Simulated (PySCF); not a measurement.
Zn(Me)(NH2) (CH₅NZn), SMILES [CH3][Zn][NH2].

The structure is a stationary point at PBE-D3(BJ)/def2-SVP. The values are those of a single conformer.

Method: PySCF with IEF-PCM-ωB97X/def2-SVP.

The values are the electrostatic part of the solvation free energy, E(continuum) − E(gas) at the gas-phase geometry, in a cavity of scaled van der Waals radii (PySCF's table); cavitation and dispersion terms are not included. A continuum can't describe solvent molecules that bind to the metal. In vacuum the orbital gap is 10.82 eV. The dipole moment in vacuum is 1.31 D.

Computed values in water (ε = 78.36), ethylethanoate (ε = 5.99), methanol (ε = 32.61):
```tsv
solvent	ε	ΔG(elec) (kcal/mol)	dipole (D)	gap (eV)
water	78.36	-10.4	1.66	11.16
ethylethanoate	5.99	-7.8	1.56	11.08
methanol	32.61	-10.0	1.64	11.15
```
